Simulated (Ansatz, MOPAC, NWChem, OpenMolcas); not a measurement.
A ladder of methods for [SiF5]− (SMILES F[Si-](F)(F)(F)F)

[SiF5]−, singlet, SMILES `F[Si-](F)(F)(F)F`. Each level relaxes the structure for itself.

Each level gives the highest harmonic wavenumber at each level's own minimum (cm⁻¹). The values are calculated.

| level | kind | program | value (cm⁻¹) |
| --- | --- | --- | --- |
| MNDO | semi-empirical | MOPAC | 1013 |
| PM3 | semi-empirical | MOPAC | 993 |
| MNDOD | semi-empirical | MOPAC | 981 |
| PM7 | semi-empirical | MOPAC | 936 |
| HF/3-21G | Hartree–Fock | OpenMolcas | 1079 |
| HF/6-31G* (Cartesian functions) | Hartree–Fock | OpenMolcas | 972 |
| BP86-D3(BJ)/def2-SVP | GGA | NWChem | 989 |
| B3LYP/6-31G* (spherical functions) | global hybrid | NWChem | 1032 |
| PBE0-D4/def2-TZVPD | global hybrid | Ansatz | 879 |

Harmonic and unscaled. Sets without diffuse functions describe the anion poorly. The values span 879 to 1079 cm⁻¹.
